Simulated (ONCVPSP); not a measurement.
# Before and after: ONCV potential for nitrogen (N)

ONCVPSP 4.0.1 input, shortened (lines: element, Z, core and valence counts, functional; n l f; lmax; l rc ep ncon nbas qcut; lloc lpopt rc5 dvloc0; l nproj debl; icmod fcfact rcfact), PBE, non-relativistic:

```
  N 7.00    1    2        4      upf
    1    0    2.00
    2    0    1.00
    2    1    4.00
    2
    0    0.90    0.00    4    7    6.00
    1    2.25    0.00    4    8    5.00
    2    1.85    0.36    3    8    4.90
    4    5    0.85    4.00
    0    2    2.50
    1    3    2.20
    2    2    2.60
    1    0.30    0.00
```

Change: s: qcut 4.1; p: qcut 3.4; d: qcut 3.3.

Cutoffs: the cutoffs (Ha) at which the residual kinetic energy of the hardest occupied pseudo-wave falls to 1 and 0.1 mHa per electron; they do not see the model core or the augmentation charge, which bear on the density cutoff. Errors are all-electron minus pseudo energies relative to the spin-unpolarised reference configuration.

Task: How do hardness, ghosts and transferability respond?

Result: The potential gets harder (94 Ha and 139 Ha → 122 Ha and 151 Ha); of the 4 tests that both files solve, the error grows in 4 and shrinks in 0 by more than 15 % and 0.3 meV (median size 195.4 → 299.3 meV); neither file shows a bound ghost.

| quantity | base | changed |
| --- | --- | --- |
| cutoff, loose | 94 Ha | 122 Ha |
| cutoff, tight | 139 Ha | 151 Ha |
| loose cutoff by channel | s 94 Ha, p 11 Ha | s 122 Ha, p 37 Ha |
| bound ghosts | none | none |
| GHOST(+) flags under 300 eV | none | none |
| error for 2s2 2p3, meV [ΔE -11.48 eV] | -36 | -91 |
| error for 2s2 2p2, meV [ΔE 2.12 eV] | +318 | +506 |
| error for 2s2 2p1, meV [ΔE 30.98 eV] | +1584 | +2596 |
| error for 2s2 2p2.5, meV [ΔE -6.38 eV] | +72 | +93 |
| s: phases at 0.91 bohr within 0.05 rad from the reference energy up to (Ha; the scan ends near 5) | to the end of the scan | to the end of the scan |
| p: phases at 2.29 bohr within 0.05 rad from the reference energy up to (Ha; the scan ends near 5) | to the end of the scan | 4.7 |
| d: phases at 1.88 bohr within 0.05 rad from the reference energy up to (Ha; the scan ends near 5) | to the end of the scan | 4.1 |
| rms error of d²Exc/dni dnj with the model core, mHa | 1.05 | 1.68 |

Changed file: These tests converged, but a pseudo level misses the all-electron one widely, so the file describes the atom poorly there or has found another state: 2s2 2p1: 2p by 3.3 eV.
